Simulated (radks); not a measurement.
Values are calculated unless marked as measured or tabulated.
Radial electron density D(r) = 4 pi r^2 rho(r) of an atom or ion with 6 electrons. Code: a radial shooting solver on a logarithmic mesh with Libxc functionals. Model: non-relativistic Kohn-Sham, PBE, spin-polarised, spherical densities, point nucleus.

```
   r/bohr * D(r) (the largest magnitude, 9.78, reaches the edge; | marks zero)
 0.005566 |*
 0.007019 |*
 0.008852 | *
  0.01116 |  *
  0.01408 |    *
   0.0179 |       *
  0.02257 |          *
  0.02846 |               *
   0.0359 |                     *
  0.04527 |                            *
  0.05709 |                                     *
    0.072 |                                             *
   0.0908 |                                                    *
   0.1145 |                                                      *
   0.1456 |                                                   *
   0.1836 |                                          *
   0.2315 |                              *
    0.292 |                    *
   0.3682 |                 *
   0.4643 |                   *
   0.5856 |                      *
   0.7385 |                       *
   0.9314 |                  *
    1.184 |          *
    1.493 |    *
    1.883 | *
    2.375 |*
    2.995 |*
    3.777 *
    4.763 *
    6.007 *
    7.575 *
```

What is the nuclear charge?

Answer. Z = 9. The innermost maximum, from 1s, lies near 1/Z = 0.111 bohr (found: 0.114), and its height grows with Z. The density is that of the fluorine ion F3+ in [He] 2s2 2p1.5 3d0.5; the configuration itself is not fixed sharply by these data. D(r) has 2 maxima, at r = 0.114, 0.671 bohr, and minima at 0.377 bohr, inside which lie 2.17 electrons.
